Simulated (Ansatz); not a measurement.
`FC(F)(F)c1cnc(-c2cnc(-c3cnc(-c4cnc(-c5cnc(-c6cnc(C(F)(F)F)s6)s5)s4)s3)s2)s1`, relaxed as a singlet with RKS PBE-D4/def2-SVP in Ansatz, starting from the GFN2-xTB geometry. Force threshold 0.03 eV/Å.

Single mean-field runs in def2-SVP are fitted with def2-universal-jkfit.

Start:

```csv
atom,x (Å),y (Å),z (Å)
F1,6.042,10.184,-2.406
C2,5.041,9.483,-1.856
F3,5.069,9.745,-0.537
F4,3.898,10.020,-2.317
C5,5.160,8.035,-2.159
C6,6.133,7.419,-2.899
N7,6.004,6.094,-3.020
C8,4.958,5.640,-2.399
C9,4.591,4.266,-2.372
C10,5.262,3.222,-2.983
N11,4.726,2.016,-2.817
C12,3.644,2.045,-2.094
C13,2.890,0.886,-1.777
C14,3.180,-0.410,-2.171
N15,2.330,-1.343,-1.755
C16,1.360,-0.854,-1.038
C17,0.330,-1.658,-0.482
C18,0.211,-3.031,-0.619
N19,-0.836,-3.581,-0.011
C20,-1.569,-2.709,0.614
C21,-2.743,-3.027,1.344
C22,-3.590,-2.184,2.040
N23,-4.626,-2.769,2.637
C24,-4.644,-4.056,2.446
C25,-5.651,-4.914,2.979
C26,-6.731,-4.535,3.754
N27,-7.538,-5.530,4.132
C28,-7.140,-6.673,3.685
C29,-7.850,-7.960,3.950
F30,-8.942,-7.793,4.691
F31,-8.231,-8.566,2.812
F32,-7.066,-8.842,4.595
S33,-5.684,-6.628,2.728
S34,-3.313,-4.657,1.467
S35,-0.977,-1.053,0.482
S36,1.445,0.891,-0.821
S37,3.198,3.655,-1.543
S38,4.014,6.881,-1.581
H39,6.961,7.919,-3.368
H40,6.160,3.338,-3.561
H41,4.026,-0.678,-2.775
H42,0.900,-3.639,-1.174
H43,-3.459,-1.119,2.121
H44,-6.944,-3.528,4.056
```

```
step   energy (eV)  largest force component (eV/Å)  SCF passes
   1  -110960.9677                           1.391          27
   2  -110961.3503                           0.551          23
   3  -110961.3978                           0.093          22
   4  -110961.3996                           0.049          22
   5  -110961.4000                           0.010          16
   6  -110961.4002                           0.013          22
   7  -110961.4004                           0.019          22
```

Force components are those of the run's own axes.

End:

| atom | x (Å) | y (Å) | z (Å) |
| --- | --- | --- | --- |
| F1 | 5.998 | 10.272 | -2.362 |
| C2 | 4.991 | 9.560 | -1.810 |
| F3 | 5.009 | 9.780 | -0.474 |
| F4 | 3.822 | 10.062 | -2.275 |
| C5 | 5.144 | 8.106 | -2.138 |
| C6 | 6.143 | 7.510 | -2.893 |
| N7 | 6.053 | 6.163 | -3.044 |
| C8 | 4.993 | 5.681 | -2.417 |
| C9 | 4.642 | 4.281 | -2.404 |
| C10 | 5.341 | 3.243 | -3.030 |
| N11 | 4.828 | 2.000 | -2.885 |
| C12 | 3.725 | 2.012 | -2.152 |
| C13 | 2.965 | 0.830 | -1.834 |
| C14 | 3.258 | -0.479 | -2.236 |
| N15 | 2.403 | -1.439 | -1.820 |
| C16 | 1.421 | -0.934 | -1.088 |
| C17 | 0.366 | -1.727 | -0.514 |
| C18 | 0.209 | -3.113 | -0.631 |
| N19 | -0.863 | -3.648 | -0.004 |
| C20 | -1.578 | -2.722 | 0.618 |
| C21 | -2.774 | -2.997 | 1.369 |
| C22 | -3.629 | -2.143 | 2.073 |
| N23 | -4.688 | -2.725 | 2.684 |
| C24 | -4.696 | -4.035 | 2.480 |
| C25 | -5.716 | -4.908 | 3.018 |
| C26 | -6.805 | -4.532 | 3.807 |
| N27 | -7.632 | -5.541 | 4.195 |
| C28 | -7.216 | -6.691 | 3.730 |
| C29 | -7.905 | -8.015 | 3.979 |
| F30 | -9.007 | -7.851 | 4.718 |
| F31 | -8.252 | -8.603 | 2.809 |
| F32 | -7.077 | -8.873 | 4.622 |
| S33 | -5.752 | -6.631 | 2.762 |
| S34 | -3.360 | -4.634 | 1.497 |
| S35 | -0.936 | -1.080 | 0.451 |
| S36 | 1.510 | 0.822 | -0.873 |
| S37 | 3.250 | 3.622 | -1.586 |
| S38 | 4.021 | 6.903 | -1.585 |
| H39 | 6.970 | 8.068 | -3.353 |
| H40 | 6.258 | 3.416 | -3.610 |
| H41 | 4.133 | -0.724 | -2.855 |
| H42 | 0.911 | -3.741 | -1.196 |
| H43 | -3.482 | -1.055 | 2.150 |
| H44 | -6.998 | -3.492 | 4.105 |

By distances, no bond broke or formed. The bond that changes most is N19–C20, from 1.30 to 1.32 Å (atoms count from 1).

The force fell under the threshold at step 5, but the optimiser went on. No frequencies were taken in this run, so the end may be a saddle point.

Hardware: 2 threads of AMD EPYC 7R13 on a shared host and a share (18 GiB) of an NVIDIA H100 80GB HBM3. Wall time 38 s, peak host memory 1.1 GiB.
